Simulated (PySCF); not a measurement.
Azulene, C₁₀H₈.
Z-matrix (Å and degrees, GFN2-xTB geometry), rows numbered from 1:
```
C 
C   1  1.3880
C   2  1.3875  1  128.82
C   3  1.3819  2  128.60  1     0.03
C   4  1.3965  3  126.04  2   179.91
C   5  1.3917  4  108.87  3   179.96
C   6  1.3916  5  109.55  4     0.00
C   7  1.3963  6  108.87  5     0.02
C   8  1.3818  4  127.68  3     0.05
C   9  1.3872  8  128.58  4     0.06
H   1  1.0843  2  115.11  3  -179.94
H   2  1.0833  1  115.51  3   179.99
H   3  1.0850  2  116.09  1  -179.98
H   5  1.0748  4  125.21  3    -0.07
H   6  1.0764  5  125.27  4  -179.99
H   7  1.0749  6  125.90  5   179.99
H   9  1.0850  8  115.33  4  -179.99
H  10  1.0833  1  115.51  2   179.94
```

Method used: PBE0/pcSseg-1 in PySCF (dipole) on a GFN2-xTB geometry, gas phase.

Take the most abundant isotopes and a rigid rotor. 

(1) What are A, B and C (MHz)?

(2) Classify the top.

(3) What does the inertial defect say?

(4) Give the coordinates in the principal-axis frame, origin at the centre of mass.

(5) Where do the levels up to J = 3 lie, in K?

(6) Which types of transition are allowed, and where do some lines up to J = 4 fall?

Answers

(1) Ia = 175.05, Ib = 397.52, Ic = 572.57 u·Å²; 505379 MHz·u·Å²/I gives A = 2887, B = 1271, C = 882.7 MHz.

(2) An asymmetric top. Ray's parameter κ = (2B − A − C)/(A − C) = -0.612; −1 is the prolate and +1 the oblate limit.

(3) Planar: Δ = Ic − Ia − Ib = 0.00 u·Å². For a rigid frame Δ = −2 Σ m c², so it vanishes when all atoms lie in the ab plane; here none is more than 0.01 Å from it.

(4) The sense of each axis is arbitrary; atoms in the order of the calculation.
| atom | mass (u) | a (Å) | b (Å) | c (Å) |
| --- | --- | --- | --- | --- |
| C1 | 12.000 | -2.491 | 0.000 | -0.001 |
| C2 | 12.000 | -1.904 | 1.257 | 0.000 |
| C3 | 12.000 | -0.556 | 1.588 | 0.001 |
| C4 | 12.000 | 0.538 | 0.744 | 0.000 |
| C5 | 12.000 | 1.878 | 1.137 | -0.001 |
| C6 | 12.000 | 2.681 | -0.001 | -0.001 |
| C7 | 12.000 | 1.877 | -1.137 | 0.000 |
| C8 | 12.000 | 0.538 | -0.743 | 0.000 |
| C9 | 12.000 | -0.556 | -1.587 | 0.001 |
| C10 | 12.000 | -1.904 | -1.258 | 0.000 |
| H11 | 1.008 | -3.576 | -0.001 | -0.002 |
| H12 | 1.008 | -2.592 | 2.094 | 0.001 |
| H13 | 1.008 | -0.325 | 2.648 | 0.002 |
| H14 | 1.008 | 2.226 | 2.154 | -0.002 |
| H15 | 1.008 | 3.757 | -0.002 | -0.001 |
| H16 | 1.008 | 2.225 | -2.154 | 0.001 |
| H17 | 1.008 | -0.325 | -2.647 | 0.001 |
| H18 | 1.008 | -2.592 | -2.094 | -0.001 |

(5) Above 0(0,0), as E/k:
J = 1: 1(0,1) 0.103, 1(1,1) 0.181, 1(1,0) 0.200
J = 2: 2(0,2) 0.307, 2(1,2) 0.369, 2(1,1) 0.425, 2(2,1) 0.658, 2(2,0) 0.661
J = 3: 3(0,3) 0.606, 3(1,3) 0.649, 3(1,2) 0.761, 3(2,2) 0.968, 3(2,1) 0.982, 3(3,1) 1.404, 3(3,0) 1.404
Those of J = 1 are B + C, A + C and A + B.

(6) The dipole components are |μa| = 1.11 D, |μb| = 0.00 D, |μc| = 0.00 D; the symmetry axis of this C2v structure is a, so μb and μc vanish by symmetry and there are no b-type or c-type lines. Some lines, for components of 0.1 D or more:

```json
{"type": "a", "branch": "Q", "J(Ka,Kc)": "3(1,2) ← 3(1,3)", "MHz": "2326", "lower level (cm⁻¹)": "0.451"}
{"type": "a", "branch": "R", "J(Ka,Kc)": "2(1,2) ← 1(1,1)", "MHz": "3919", "lower level (cm⁻¹)": "0.126"}
{"type": "a", "branch": "R", "J(Ka,Kc)": "2(1,1) ← 1(1,0)", "MHz": "4697", "lower level (cm⁻¹)": "0.139"}
{"type": "a", "branch": "R", "J(Ka,Kc)": "3(1,3) ← 2(1,2)", "MHz": "5843", "lower level (cm⁻¹)": "0.256"}
{"type": "a", "branch": "R", "J(Ka,Kc)": "3(0,3) ← 2(0,2)", "MHz": "6224", "lower level (cm⁻¹)": "0.213"}
{"type": "a", "branch": "R", "J(Ka,Kc)": "3(2,2) ← 2(2,1)", "MHz": "6462", "lower level (cm⁻¹)": "0.457"}
{"type": "a", "branch": "R", "J(Ka,Kc)": "3(2,1) ← 2(2,0)", "MHz": "6700", "lower level (cm⁻¹)": "0.459"}
{"type": "a", "branch": "R", "J(Ka,Kc)": "3(1,2) ← 2(1,1)", "MHz": "7003", "lower level (cm⁻¹)": "0.295"}
{"type": "a", "branch": "R", "J(Ka,Kc)": "4(1,4) ← 3(1,3)", "MHz": "7731", "lower level (cm⁻¹)": "0.451"}
{"type": "a", "branch": "R", "J(Ka,Kc)": "4(0,4) ← 3(0,3)", "MHz": "8072", "lower level (cm⁻¹)": "0.421"}
{"type": "a", "branch": "R", "J(Ka,Kc)": "4(3,1) ← 3(3,0)", "MHz": "8761", "lower level (cm⁻¹)": "0.976"}
{"type": "a", "branch": "R", "J(Ka,Kc)": "4(2,2) ← 3(2,1)", "MHz": "9111", "lower level (cm⁻¹)": "0.683"}
{"type": "a", "branch": "R", "J(Ka,Kc)": "4(1,3) ← 3(1,2)", "MHz": "9249", "lower level (cm⁻¹)": "0.529"}
```

No GFN2-xTB frequencies stand behind this structure, so it isn't proved a minimum. These are rigid-rotor constants of the computed structure; measured ground-state constants (B0) also hold zero-point vibration.
